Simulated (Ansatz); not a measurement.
`FC([SiH3])[SiH2][SiH3]` + H₂ → `FC[SiH2][SiH3]` + SiH₄  (hydrogenolysis of a C–Si bond)

Program: Ansatz. Geometries: PBE0-D4/def2-TZVP. ΔE: electronic, gas phase. CCSD(T)/CBS is the MP2 limit (def2-TZVPP, def2-QZVPP) plus CCSD(T) − MP2 in def2-TZVPP, frozen cores. This one scheme is used for every species. DFT in def2-TZVPP. B3LYP here is the variant with VWN-RPA as its local correlation; programs differ in this. Each species was taken in one conformer, which may not be the lowest.

```
             level  ΔE (kJ/mol)  difference from CCSD(T)/CBS
            PBE-D4        -27.4                          5.0
         r2SCAN-D4        -30.6                          1.8
           ωB97X-V        -35.9                         -3.5
           ωB97M-V        -33.0                         -0.6
            B2PLYP        -42.6                        -10.2
               PBE        -37.0                         -4.6
            r2SCAN        -33.3                         -0.9
              PBE0        -41.7                         -9.3
             B3LYP        -48.8                        -16.4
   CCSD/def2-TZVPP        -42.7                        -10.3
CCSD(T)/def2-TZVPP        -36.8                         -4.4
     HF/def2-QZVPP        -66.9                        -34.5
    MP2/def2-QZVPP        -29.5                          2.9
      HF/CBS(def2)        -66.9                        -34.5
     MP2/CBS(def2)        -27.6                          4.8
    CCSD/CBS(def2)        -38.3                         -5.9
       CCSD(T)/CBS        -32.4                            0
```

Largest T1 diagnostic among the species: 0.013.

From PBE to PBE0 (25 % exact exchange), in def2-TZVPP and without D4, ΔE moves by −4.7 kJ/mol. In def2-TZVPP, CCSD(T) changes the Hartree–Fock value by +30.2 kJ/mol (the triples alone add +5.9 kJ/mol) and MP2 by +34.9 kJ/mol. The D4 term adds +15.4 kJ/mol with B3LYP and +8.6 kJ/mol with PBE0; it sums over pairs of atoms, weighted by their polarisabilities, and B3LYP, whose exchange is more repulsive, gets the larger term.
